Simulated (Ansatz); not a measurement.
A nudged elastic band was laid between two geometries of CH8O2Si + F + H (14 atoms, charge 0, multiplicity 1).

Theory: RKS PBE/STO-3G (Ansatz 0.2.0).

```
movable images  : 9
climbing image  : yes
spring          : 5.0 eV/Å²
optimiser       : quadratic models (default)
start path      : through a guess of the saddle point
force threshold : 0.05 eV/Å
iteration limit : 60
end points      : relaxed
```

Image 0:

```xyz
14
Properties=species:S:1:pos:R:3
Si -0.702 0.090 1.175
O 0.039 0.722 -0.442
C -0.660 0.257 -1.645
H -2.000 0.531 0.630
H -1.160 -1.198 1.728
H -0.431 1.079 2.210
H 0.974 -1.668 1.194
O 1.071 -0.669 1.413
H 1.250 0.537 -0.583
F 2.308 0.186 -0.375
H -1.761 0.348 -1.499
H -0.359 0.899 -2.506
H -0.426 -0.807 -1.908
H 1.857 -0.308 0.609
```

Image 10:

```xyz
14
Properties=species:S:1:pos:R:3
Si -0.812 -0.386 1.829
O 0.965 0.825 -0.998
C -0.297 0.708 -1.747
H -1.559 -1.196 0.865
H -0.642 -1.164 3.050
H -1.577 0.821 2.116
H 1.268 -0.824 0.621
O 0.755 0.075 1.250
H 1.426 -0.309 -0.939
F 1.691 -1.310 -0.373
H -0.914 1.625 -1.597
H -0.082 0.616 -2.837
H -0.916 -0.175 -1.448
H 0.694 0.695 0.208
```

(1) What changes between the two ends?

(2) What energy profile does the band end with?

(3) What is the geometry of the highest image?

## Answers

(1) Bonds broken: Si1–O2. CH8O2Si + F + H becomes CH3O + F + H + H + H4OSi.

(2) The run converged. The highest image is number 2 of 0 to 10, 21.1 kcal/mol above the first end and 32.9 kcal/mol above the last; the last end lies 11.8 kcal/mol below the first. The profile has 3 maxima (images 2, 5, 8) with wells between them (images 3, 6): this band takes more than one step, which may be the mechanism or a detour left from its start path. A vibrational analysis at the climbing image gives one clearly imaginary mode, 1018i cm⁻¹: a first-order saddle point. The orbitals stay closed-shell, which can raise the energy where a bond breaks towards radicals; this wasn't checked here. Limits of this set-up: minimal basis.

```csv
image,path coordinate (Å),energy (kcal/mol),Si1–O2 (Å)
0,0.00,0.0,1.89
1,0.78,3.6,1.85
2,1.56,21.1,1.84
3,2.81,-1.1,1.88
4,4.05,-0.6,1.87
5,5.30,1.8,1.95
6,6.54,0.8,2.01
7,7.79,2.8,2.06
8,9.03,3.5,2.40
9,10.28,-7.0,3.30
10,11.53,-11.8,3.55
```

(3) 
```xyz
14
Properties=species:S:1:pos:R:3
Si -0.746 0.084 1.140
O 0.071 0.563 -0.442
C -0.728 0.268 -1.636
H -2.022 0.617 0.634
H -1.146 -1.293 1.444
H -0.528 0.946 2.300
H 1.427 -1.165 0.683
O 1.107 -0.593 1.538
H 1.286 0.148 -0.581
F 2.265 -0.281 -0.327
H -1.777 0.614 -1.497
H -0.281 0.812 -2.500
H -0.753 -0.823 -1.886
H 1.825 0.102 1.130
```

Run time: 8.6 min on 1 thread of Arm Neoverse V2, with other jobs on the host, peak memory 0.098 GiB.
